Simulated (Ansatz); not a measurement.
Stepwise reaction of `[F][Ga]([F])[Cl]` with ammonia, as a gas-phase model of exchange steps in deposition or etching. ΔE in kJ/mol; ΔG adds harmonic PBE0-D4 terms to CCSD(T)/CBS, at 1 bar.

Computed with Ansatz on PBE0-D4/def2-TZVP structures; ΔE is electronic, products minus reactants. CCSD(T)/CBS is the MP2 limit (def2-TZVPP, def2-QZVPP) plus CCSD(T) − MP2 in def2-TZVPP, frozen cores. This one scheme is used for every species. DFT in def2-TZVPP. B3LYP here is the variant with VWN-RPA as its local correlation; programs differ in this. For Ga outer-core shells are correlated without core-valence functions, which leaves a few kJ/mol of doubt a bond. Scalar relativity is left out up to krypton. Each species was taken in one conformer, which may not be the lowest.

| step | reaction | PBE-D4 | B3LYP-D4 | ωB97M-V | CCSD(T)/CBS | ΔG(500 K) |
| --- | --- | --- | --- | --- | --- | --- |
| 1 | `[F][Ga]([F])[Cl]` + NH₃ → `[NH2][Ga]([F])[Cl]` + H–F | 29.6 | 30.7 | 30.1 | 19.5 | 13.5 |
| 2 | `[NH2][Ga]([F])[Cl]` + NH₃ → `[NH2][Ga]([NH2])[Cl]` + H–F | 48.0 | 50.3 | 49.4 | 38.3 | 40.7 |

Problem. By hand: ΔE of the 2 steps together at CCSD(T)/CBS.

Solution. (19.5) + (38.3) = 57.8 kJ/mol, or 28.9 kJ/mol a step.

In ΔE each step is higher than the one before. All are uphill at CCSD(T)/CBS. ΔG lies between 13.5 and 40.7 kJ/mol a step. PBE-D4 differs from CCSD(T)/CBS by 9.7 to 10.1 kJ/mol a step. Isolated molecules leave out the surface, adducts and barriers. Largest T1 diagnostic: 0.014.
